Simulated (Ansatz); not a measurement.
Two isomers of H5NOSiSn: A = `[OH][SnH]1[NH][SiH2]1`, B = `N[SiH]1[O][SnH2]1`.

Computed with Ansatz on PBE0-D4/def2-TZVP structures; ΔE is electronic, products minus reactants. CCSD(T)/CBS is the MP2 limit (def2-TZVPP, def2-QZVPP) plus CCSD(T) − MP2 in def2-TZVPP, frozen cores. Functionals use def2-TZVPP. Elements past krypton have def2 core potentials. For Sn outer-core shells are correlated without core-valence functions, which leaves a few kJ/mol of doubt a bond. One conformer a species, not always the lowest.

(1) Which isomer does CCSD(T)/CBS put lower? Give the gap. (An estimate is asked.)

(2) Give E(B) − E(A) in kcal/mol with CCSD(T)/def2-TZVPP, HF/def2-TZVPP, PBE-D4, r2SCAN-D4, B2PLYP, ωB97M-V, MP2/def2-TZVPP. (Estimate.)

Largest T1 diagnostic: 0.016.

Answers

(1) Computed: B, by 28.9 kcal/mol.

(2) The calculation gave: CCSD(T)/def2-TZVPP -30.0, HF/def2-TZVPP -31.1, PBE-D4 -30.1, r2SCAN-D4 -32.0, B2PLYP -31.2, ωB97M-V -31.0, MP2/def2-TZVPP -30.1. None reverses the order clearly.

In def2-TZVPP, CCSD(T) changes the Hartree–Fock value by +1.2 kcal/mol (the triples alone add +0.2 kcal/mol) and MP2 by +1.0 kcal/mol.
